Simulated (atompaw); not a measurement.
# u(r) = r·R(r): atom against pseudo-atom (Co (Z = 27))

Columns: radius, all-electron u(r) and pseudo u(r) of the 4p shell (level -1.28 eV) of cobalt in the configuration [Ar] 3d7 4s2 4p0; PBE, scalar-relativistic, PAW (atompaw) scheme, atompaw 4.2.0.5.

```json
{"r (bohr)": "0.113", "all-electron": "0.0963", "pseudo": "0.0023"}
{"r (bohr)": "0.227", "all-electron": "0.0483", "pseudo": "0.0094"}
{"r (bohr)": "0.340", "all-electron": "-0.0597", "pseudo": "0.0209"}
{"r (bohr)": "0.454", "all-electron": "-0.1388", "pseudo": "0.0366"}
{"r (bohr)": "0.567", "all-electron": "-0.1686", "pseudo": "0.0559"}
{"r (bohr)": "0.681", "all-electron": "-0.1582", "pseudo": "0.0787"}
{"r (bohr)": "0.794", "all-electron": "-0.1219", "pseudo": "0.1039"}
{"r (bohr)": "0.908", "all-electron": "-0.0711", "pseudo": "0.1314"}
{"r (bohr)": "1.021", "all-electron": "-0.0146", "pseudo": "0.1600"}
{"r (bohr)": "1.135", "all-electron": "0.0435", "pseudo": "0.1897"}
{"r (bohr)": "1.248", "all-electron": "0.0991", "pseudo": "0.2192"}
{"r (bohr)": "1.362", "all-electron": "0.1518", "pseudo": "0.2487"}
{"r (bohr)": "1.475", "all-electron": "0.1998", "pseudo": "0.2770"}
{"r (bohr)": "1.588", "all-electron": "0.2433", "pseudo": "0.3040"}
{"r (bohr)": "1.702", "all-electron": "0.2826", "pseudo": "0.3296"}
{"r (bohr)": "1.815", "all-electron": "0.3174", "pseudo": "0.3532"}
{"r (bohr)": "1.929", "all-electron": "0.3483", "pseudo": "0.3750"}
{"r (bohr)": "2.042", "all-electron": "0.3751", "pseudo": "0.3945"}
{"r (bohr)": "2.156", "all-electron": "0.3986", "pseudo": "0.4121"}
{"r (bohr)": "2.269", "all-electron": "0.4185", "pseudo": "0.4275"}
{"r (bohr)": "2.383", "all-electron": "0.4356", "pseudo": "0.4411"}
{"r (bohr)": "2.496", "all-electron": "0.4497", "pseudo": "0.4527"}
{"r (bohr)": "2.610", "all-electron": "0.4613", "pseudo": "0.4627"}
{"r (bohr)": "2.723", "all-electron": "0.4705", "pseudo": "0.4710"}
{"r (bohr)": "2.837", "all-electron": "0.4775", "pseudo": "0.4776"}
{"r (bohr)": "2.950", "all-electron": "0.4825", "pseudo": "0.4825"}
```

(1) How many radial nodes do the two functions have?

(2) Is the pseudo-wave norm-conserving?

## Answers

(1) The all-electron 4p function has n − l − 1 = 2; the pseudo-wave has 0, since the states of the same l below it are removed with the core.

(2) No, it belongs to a PAW set: the norm inside the radius is not constrained, and the difference is carried by the augmentation charge.
